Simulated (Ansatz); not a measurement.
B₂Sb⁺, relaxed as a quintet with UKS PBE-D4/def2-TZVP in Ansatz, starting from the PBE-D4/def2-TZVP geometry of the charge +1 singlet. Force threshold 0.02 eV/Å.

In the def2 sets Sb takes a core potential; there is no spin–orbit coupling. At PBE-D4/def2-TZVP a singlet of charge 1 lies 2.05 eV below the quintet, each at its own geometry. The structure comes from a short search, and lower isomers may exist.

Start:

```xyz
3

B    -0.896   -0.483   -0.087
B     0.454   -0.709    0.579
Sb    0.442    1.192   -0.492
```

(1) Estimate the energy that the relaxation releases and the steps that it takes.

(2) Does the start keep its bonding and symmetry?

(3) Predict the relaxed structure.

Results:

(1) 0.66 eV, in 5 steps; 3.2 s on 4 threads of Arm Neoverse V2 on a shared host. No frequencies were taken in this run, so the end may be a saddle point.

(2) By distances, no bond broke or formed. The bond that changes most is B1–B2, from 1.52 to 1.83 Å (atoms count from 1). Point group C2v at the start, C2v at the end, both within 0.05 Å.

(3) 
```xyz
3

B    -1.034   -0.469   -0.150
B     0.586   -0.741    0.649
Sb    0.449    1.210   -0.499
```
Bond lengths: 2 × B–Sb 2.27 Å; 1 × B–B 1.83 Å.
